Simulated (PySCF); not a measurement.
**Assigning NMR signals**

Geometry:
| atom | x (Å) | y (Å) | z (Å) |
| --- | --- | --- | --- |
| C1 | -1.470 | 1.808 | 0.116 |
| Si2 | -0.719 | 0.104 | -0.244 |
| C3 | -1.983 | -1.162 | -0.874 |
| C4 | 0.947 | 0.135 | -1.197 |
| C5 | 1.889 | -0.374 | -0.134 |
| C6 | 3.257 | -0.516 | -0.392 |
| N7 | 4.374 | -0.619 | -0.643 |
| C8 | 1.312 | -0.666 | 1.038 |
| O9 | -0.013 | -0.485 | 1.164 |
| H10 | -2.010 | 2.182 | -0.747 |
| H11 | -2.174 | 1.744 | 0.941 |
| H12 | -0.715 | 2.541 | 0.384 |
| H13 | -2.476 | -0.799 | -1.770 |
| H14 | -2.750 | -1.337 | -0.126 |
| H15 | -1.526 | -2.119 | -1.108 |
| H16 | 0.980 | -0.515 | -2.072 |
| H17 | 1.257 | 1.126 | -1.531 |
| H18 | 1.813 | -1.041 | 1.918 |

[PySCF 2.14.0 with density-fitted response routines: σ from GIAO-PBE0/pcSseg-1; GFN2-xTB geometry; no relativistic terms; one conformer; averaged over atoms made equivalent by symmetry, fast rotation or ring inversion; gas phase]

Shifts are taken against calculated references (same method and geometry level): ¹³C (σ = 186.93 ppm) and ¹H (σ = 31.72 ppm) vs TMS.

Task: Assign these signals to the numbered atoms. ¹³C{¹H} NMR (computed): δ 168.7 (CH), 121.7 (C), 95.1 (C), 20.7 (CH2), 0.8 (CH3).

Result: 
| δ (ppm) | atoms | environment | reason |
| --- | --- | --- | --- |
| 168.7 | C8 | alkene carbon bearing oxygen | an sp2 carbon further deshielded by the attached heteroatom |
| 121.7 | C6 | nitrile carbon | this is the usual window of a C≡N carbon, which has no attached hydrogen |
| 95.1 | C5 | β carbon of an enol-ether or enamine type C=C | the O or N lone pair pushes π density onto this β carbon and shields it |
| 20.7 | C4 | allylic sp3 CH2 bonded to Si | – |
| 0.8 | C1/C3 | methyl carbon bonded to Si | an electropositive neighbour leaves it electron-rich and shielded |

Task: Assign these signals to the numbered atoms. ¹H NMR (400 MHz, computed): δ 7.15 (s, 1H), 1.68 (s, 2H), 0.37 (s, 6H).

Result: 
| δ (ppm) | atoms | environment | reason |
| --- | --- | --- | --- |
| 7.15 | H18 | hydrogen on an alkene carbon bearing oxygen | olefinic region |
| 1.68 | H16/H17 | hydrogen on an allylic sp3 CH2 bonded to Si | allylic position |
| 0.37 | H10/H11/H12/H13/H14/H15 | hydrogen on a methyl carbon bonded to Si | an electropositive neighbour shields it, as in TMS itself |

Shifts are as computed. Against solution values, carbons near 30 ppm lie about +3 ppm off and those near 130 ppm about +5 ppm. Of 1309 compounds with measured shifts, 239 miss one by over three times the rms of a fit or turn the order of signals round; such compounds aren't used in these exercises. Multiplicities follow the n + 1 count of equivalent neighbours, as no J values were calculated; m marks all less simple cases, F and P coupling included.
